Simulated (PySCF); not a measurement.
Gas-phase reaction: GeF₂ + 2 H₂ = GeH₃F + HF

Method: PySCF energies plus ideal-gas RRHO corrections (1 bar). † marks an energy on the PBE0/def2-TZVP geometry and frequencies; other levels use their own. MP2 freezes the core. 6-31G* has spherical d functions here. All species are closed-shell singlets. B3LYP is the form with VWN-RPA correlation. Ge: all electrons, no relativistic terms. MP2 isn't extrapolated to the basis-set limit.

PBE/def2-SVP gives ΔH°(298 K) = 43 kJ.

Task: What do B3LYP/6-31G*, MP2/def2-TZVPP†, HF/6-31G* give?

Result: B3LYP/6-31G*: 91 kJ; MP2/def2-TZVPP†: 7 kJ; HF/6-31G*: 19 kJ. For scale, ΔH°(298 K) is 43 kJ at this level, 37 kJ at ωB97M-V/def2-TZVP†, and runs from 1 to 178 kJ over the 20 levels computed († marks an energy on the PBE0/def2-TZVP geometry).
